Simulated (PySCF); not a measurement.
C4H6OSe, SMILES C=C1OC[C@H]1[SeH].

Geometry optimised at PBE0-D3(BJ)/def2-SVP. The structure was generated by enumeration; whether it is a known compound was not checked. One conformer was computed; it need not be the lowest.

Two levels are set side by side: PBE/def2-TZVP (PySCF) and CAM-B3LYP/def2-TZVP (PySCF). Same geometry, gas phase. Differences are taken from unrounded values.

```csv
quantity,PBE
orbital gap (eV),4.29
highest occupied level (eV),-5.47
lowest empty level (eV),-1.18
dipole moment (D),2.04
mean polarisability (bohr³),77.7
```

### Question
These are the PBE values. What does CAM-B3LYP give? (Estimate from the structure and the level; the computed values follow.)

### Answer

| quantity | CAM-B3LYP | PBE minus CAM-B3LYP |
|---|---|---|
| orbital gap (eV) | 8.80 | -4.50 |
| highest occupied level (eV) | -7.97 | 2.49 |
| lowest empty level (eV) | 0.83 | -2.01 |
| dipole moment (D) | 2.20 | -0.16 |
| mean polarisability (bohr³) | 74.8 | 2.9 |

Without exact exchange PBE keeps part of each electron's self-repulsion, which lifts occupied levels and narrows the gap. PBE's more diffuse valence density responds more strongly to a field. Differences between two approximate levels are no errors against the true value.

Rough cost on one machine, each run with all the roots and properties that it gave: CAM-B3LYP against PBE within a factor of 2.
